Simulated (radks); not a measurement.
The numbers below are computed, except where a source is named.
Q: The table gives one normalised radial function P(r) = r R(r) of Tc+ in [Kr] 4d5 5s1 (r in bohr). Level of theory: scalar-relativistic Kohn-Sham, LDA (Slater exchange, VWN5 correlation), spin-polarised, spherical densities, finite nucleus; open shells are filled with parallel spins first (spin-orbit coupling, left out, can overturn this in heavy ions); Fermi nuclear charge, rms radius 4.4112 fm; hard spherical wall at 8 bohr (a radial shooting solver on a logarithmic mesh with Libxc functionals).

r	P
0.002361	0.0270
0.003124	0.0340
0.004134	0.0423
0.00547	0.0518
0.007237	0.0621
0.009575	0.0720
0.01267	0.0798
0.01676	0.0827
0.02218	0.0764
0.02935	0.0564
0.03883	0.0193
0.05138	-0.0338
0.06798	-0.0924
0.08994	-0.1331
0.119	-0.1240
0.1575	-0.0433
0.2083	0.0896
0.2757	0.1971
0.3647	0.1783
0.4865	-0.0074
0.6437	-0.2413
0.8517	-0.3295
1.127	-0.1498
1.491	0.2178
1.973	0.5534
2.61	0.6730
3.454	0.5480
4.57	0.3049
6.046	0.1060
8	0.0000

Which n and l does it have? It may be an empty orbital.

A: n = 5, l = 0: the number of nodes gives n - l - 1 = 4, the rise at small r (about r^(l+1), flatter next to the nucleus through relativity) gives l, and the extent must fit the shell. The curve is that of 5s up; the table hardly tells the two spins apart. 5s up: eigenvalue -12.402 eV, 4 radial nodes at r = 0.0434, 0.174, 0.482, 1.27 bohr, <r> = 2.93 bohr, 90 % of the charge inside 4.26 bohr.
